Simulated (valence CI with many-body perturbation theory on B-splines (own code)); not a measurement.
Kr XXX: calculated level list

Computed by relativistic CI+MBPT: five valence electrons over a frozen Dirac-Fock core [He], radial functions for each j: 11 s, 11 p, 10 d, 8 f, 5 g, 2 h, with the one-electron correlation potential Σ1 (screened to all orders), the two-electron term Σ2, the three-electron term Σ3, Breit, model QED; selected single and double excitations, second order for the rest, scaled by the run's own slope (own B-spline code, finite nucleus).

No measured spectrum was set against this ion. As an estimate, large intervals hold to a few tenths of a per cent, small ones and those within an open d or f shell to about a per cent. Among the levels kept, up to 5300 cm⁻¹ of a level comes from second order outside the variational space, and about a tenth of that is noise between levels of different J, which matters for small intervals.

Levels 1 to 45 of 209, with energies above the lowest level, (2s^2 2p1/2^2 2p3/2) J=3/2. "Leading %" is the weight of the configuration and term that name the level; weights of strongly mixed levels are sums over their largest components and can fall short, so below about 35 % the name and the second component can differ from the true leading terms, or belong to a minority configuration. In the jj column 3d3/2^4 stands for four electrons in 3d with j = 3/2. Lifetimes count E1, E2, E3, M1 and M2 decay at the calculated energies, and are blank where another channel may lead or the interval is too uncertain; long ones can be off by a factor of two.

```csv
No.,Configuration,Term,J,E (Ry),Leading %,Lifetime,Second component,Leading jj
1,2s2.2p3,4S°,3/2,0.00,47,,35 % 2s2.2p3 2P°,2s^2 2p1/2^2 2p3/2 (92 %)
2,2s2.2p3,2D°,3/2,3.51,53,825 ns,41 % 2s2.2p3 4S°,2s^2 2p1/2 2p3/2^2 (93 %)
3,2s2.2p3,2D°,5/2,4.44,100,4.45 μs,,2s^2 2p1/2 2p3/2^2 (100 %)
4,2s2.2p3,2P°,1/2,5.66,99,660 ns,,2s^2 2p1/2 2p3/2^2 (99 %)
5,2s2.2p3,2P°,3/2,9.07,59,259 ns,29 % 2s2.2p3 2D°,2s^2 2p3/2^3 (97 %)
6,2s.2p4,4P,5/2,12.68,88,33.7 ps,12 % 2s.2p4 2D,2s 2p1/2^2 2p3/2^2 (93 %)
7,2s.2p4,4P,3/2,15.01,71,11.2 ps,17 % 2s.2p4 2D,2s 2p1/2^2 2p3/2^2 (60 %)
8,2s.2p4,4P,1/2,15.11,68,12.7 ps,31 % 2s.2p4 2S,2s 2p1/2^2 2p3/2^2 (77 %)
9,2s.2p4,2D,3/2,17.83,57,8.20 ps,28 % 2s.2p4 4P,2s 2p1/2 2p3/2^3 (70 %)
10,2s.2p4,2D,5/2,18.90,88,11.5 ps,12 % 2s.2p4 4P,2s 2p1/2 2p3/2^3 (93 %)
11,2s.2p4,2P,1/2,20.33,45,4.55 ps,33 % 2s.2p4 2S,2s 2p1/2 2p3/2^3 (67 %)
12,2s.2p4,2P,3/2,21.12,73,3.65 ps,26 % 2s.2p4 2D,2s 2p1/2 2p3/2^3 (90 %)
13,2s.2p4,2P,1/2,24.98,54,3.95 ps,36 % 2s.2p4 2S,2s 2p3/2^4 (82 %)
14,2p5,2P°,3/2,31.37,98,4.05 ps,,2p1/2^2 2p3/2^3 (98 %)
15,2p5,2P°,1/2,35.57,99,3.34 ps,,2p1/2 2p3/2^4 (99 %)
16,2s2.2p2.3s,4P,1/2,138.31,58,129 fs,21 % 2s2.2p2.3s 2P,2s^2 2p1/2^2 3s (96 %)
17,2s2.2p2.3p,4D°,1/2,141.12,45,11.7 ps,34 % 2s2.2p2.3p 2P°,2s^2 2p1/2^2 3p1/2 (96 %)
18,2s2.2p2.3s,4P,3/2,141.78,89,167 fs,8 % 2s2.2p2.3s 2P,2s^2 2p1/2 2p3/2 3s (98 %)
19,2s2.2p2.3s,2P,1/2,142.12,70,77.7 fs,28 % 2s2.2p2.3s 4P,2s^2 2p1/2 2p3/2 3s (98 %)
20,2s2.2p2.3s,4P,5/2,142.54,51,130 fs,48 % 2s2.2p2.3s 2D,2s^2 2p1/2 2p3/2 3s (95 %)
21,2s2.2p2.3p,4D°,3/2,142.65,32,7.60 ps,25 % 2s2.2p2.3p 4P°,2s^2 2p1/2^2 3p3/2 (92 %)
22,2s2.2p2.3s,2D,3/2,142.82,53,81.2 fs,44 % 2s2.2p2.3s 2P,2s^2 2p1/2 2p3/2 3s (97 %)
23,2s2.2p2.3p,4P°,1/2,144.57,37,12.7 ps,31 % 2s2.2p2.3p 2S°,2s^2 2p1/2 2p3/2 3p1/2 (97 %)
24,2s2.2p2.3p,4D°,3/2,144.88,51,13.7 ps,26 % 2s2.2p2.3p 2D°,2s^2 2p1/2 2p3/2 3p1/2 (96 %)
25,2s2.2p2.3p,2F°,5/2,145.43,32,13.2 ps,31 % 2s2.2p2.3p 2D°,2s^2 2p1/2 2p3/2 3p1/2 (93 %)
26,2s2.2p2.3d,4F,3/2,145.70,43,92.6 fs,20 % 2s2.2p2.3d 2D,2s^2 2p1/2^2 3d3/2 (96 %)
27,2s2.2p2.3p,4D°,5/2,145.87,47,8.40 ps,36 % 2s2.2p2.3p 4P°,2s^2 2p1/2 2p3/2 3p3/2 (96 %)
28,2s2.2p2.3p,4P°,1/2,146.05,45,8.43 ps,26 % 2s2.2p2.3p 2P°,2s^2 2p1/2 2p3/2 3p3/2 (95 %)
29,2s2.2p2.3p,2D°,3/2,146.23,46,2.26 ps,29 % 2s2.2p2.3p 4S°,2s^2 2p1/2 2p3/2 3p3/2 (70 %)
30,2s2.2p2.3d,4D,5/2,146.38,24,24.7 fs,24 % 2s2.2p2.3d 4F,2s^2 2p1/2^2 3d5/2 (93 %)
31,2s2.2p2.3p,2P°,3/2,146.49,31,2.29 ps,31 % 2s2.2p2.3p 4P°,2s^2 2p1/2 2p3/2 3p1/2 (58 %)
32,2s2.2p2.3p,4D°,7/2,146.65,53,16.5 ps,46 % 2s2.2p2.3p 2F°,2s^2 2p1/2 2p3/2 3p3/2 (95 %)
33,2s2.2p2.3s,2D,5/2,146.67,50,113 fs,47 % 2s2.2p2.3s 4P,2s^2 2p3/2^2 3s (94 %)
34,2s2.2p2.3s,2P,3/2,146.95,46,79.4 fs,44 % 2s2.2p2.3s 2D,2s^2 2p3/2^2 3s (96 %)
35,2s2.2p2.3p,2P°,3/2,147.00,51,2.04 ps,21 % 2s2.2p2.3p 2D°,2s^2 2p1/2 2p3/2 3p3/2 (86 %)
36,2s2.2p2.3p,2D°,5/2,147.40,41,3.98 ps,30 % 2s2.2p2.3p 2F°,2s^2 2p1/2 2p3/2 3p3/2 (88 %)
37,2s2.2p2.3p,2P°,1/2,147.98,79,2.13 ps,10 % 2s2.2p2.3p 2S°,2s^2 2p1/2 2p3/2 3p3/2 (90 %)
38,2s2.2p2.3s,2S,1/2,148.54,76,94.2 fs,13 % 2s2.2p2.3s 4P,2s^2 2p3/2^2 3s (94 %)
39,2s.2p3.3s,6S°,5/2,148.97,74,763 fs,19 % 2s.2p3.3s 4P°,2s 2p1/2^2 2p3/2 3s (66 %)
40,2s2.2p2.3d,4F,3/2,149.23,40,52.6 fs,35 % 2s2.2p2.3d 2P,2s^2 2p1/2 2p3/2 3d3/2 (95 %)
41,2s2.2p2.3d,4F,5/2,149.33,54,101 fs,36 % 2s2.2p2.3d 2F,2s^2 2p1/2 2p3/2 3d3/2 (93 %)
42,2s2.2p2.3d,4D,1/2,149.37,80,111 fs,14 % 2s2.2p2.3d 2P,2s^2 2p1/2 2p3/2 3d3/2 (98 %)
43,2s2.2p2.3d,4F,7/2,149.48,59,463 fs,32 % 2s2.2p2.3d 4D,2s^2 2p1/2 2p3/2 3d5/2 (94 %)
44,2s2.2p2.3d,2F,7/2,149.91,41,5.02 ps,23 % 2s2.2p2.3d 2G,2s^2 2p1/2 2p3/2 3d3/2 (75 %)
45,2s.2p3.3s,4S°,3/2,149.93,24,264 fs,23 % 2s2.2p2.3p 2P°,2s^2 2p3/2^2 3p1/2 (63 %)
```

The ionisation energy to 2s2.2p2 3P_0 of the next ion comes out as 3379.7 eV (NIST: 3380 ± 30 eV (semi-empirical)). All 209 levels together are meant to be complete up to 168.65 Ry.
